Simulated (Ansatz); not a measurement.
Species: GeH2BrF, charge 0, singlet. GeH2BrF (SMILES [F][GeH2][Br]).
B3LYP-D3(BJ)/def2-TZVP minimum from Ansatz (a quantum-chemistry and plane-wave program):
```xyz
5

Ge    -0.9382    -0.2687     0.0886
F     -1.6105     1.3355    -0.0187
Br     1.3507    -0.0448    -0.0865
H     -1.2919    -0.8038     1.4774
H     -1.4661    -1.0503    -1.1158
```

Total energies in hartree (Ansatz). Radicals and triplets start from unrestricted determinants; spin-orbit coupling is neglected. Correlated methods leave the cores frozen (noble-gas shells, and filled d and f shells in the p block). No relativity. Where a partner has so few electrons that a lower coupled-cluster level is exact, that level stands in. Spin-orbit terms, left out, reach several kcal/mol for Br and I, and more for heavier atoms.

```tsv
species	HF/cc-pVTZ	CCSD(T)/cc-pVTZ	HF/cc-pVQZ	CCSD(T)/cc-pVQZ	CCSDT(Q)/cc-pVTZ
1: GeH2BrF (SMILES [GeH2]([F])[Br])	-4748.59313	-4749.16951	-4748.61012	-4749.23768	-4749.17107
2: Ge (triplet)	-2075.36107	-2075.42794	-2075.36359	-2075.43284	-2075.42848
3: F (doublet)	-99.40552	-99.62036	-99.41377	-99.65026	-99.62061
4: Br (doublet)	-2572.44509	-2572.60263	-2572.44802	-2572.62195	-2572.60328
5: H (doublet)	-0.49981	-0.49981	-0.49995	-0.49995	-0.49981
```

Work out the atomisation energy (electronic, to ground-state atoms) in kcal/mol: take Hartree-Fock from cc-pVQZ, extrapolate the CCSD(T) correlation energy as X^-3 (X = 3, 4), and add CCSDT(Q) - CCSD(T) in cc-pVTZ. 1 hartree = 627.51 kcal/mol.


Species 1: correlation (64·(-0.62756) - 27·(-0.57638))/37 = -0.66491; step -0.00156; E1 = -4748.61012 + (-0.66491) + (-0.00156) = -4749.27659
Species 2: correlation (64·(-0.06925) - 27·(-0.06687))/37 = -0.07099; step -0.00054; E2 = -2075.36359 + (-0.07099) + (-0.00054) = -2075.43512
Species 3: correlation (64·(-0.23649) - 27·(-0.21484))/37 = -0.25229; step -0.00025; E3 = -99.41377 + (-0.25229) + (-0.00025) = -99.66631
Species 4: correlation (64·(-0.17393) - 27·(-0.15754))/37 = -0.18589; step -0.00065; E4 = -2572.44802 + (-0.18589) + (-0.00065) = -2572.63456
Species 5: correlation (64·(0.00000) - 27·(0.00000))/37 = 0.00000; step +0.00000; E5 = -0.49995 + (0.00000) + (+0.00000) = -0.49995
-1·E1 +1·E2 +1·E3 +1·E4 +2·E5 = 0.54070 hartree = 339.3 kcal/mol.
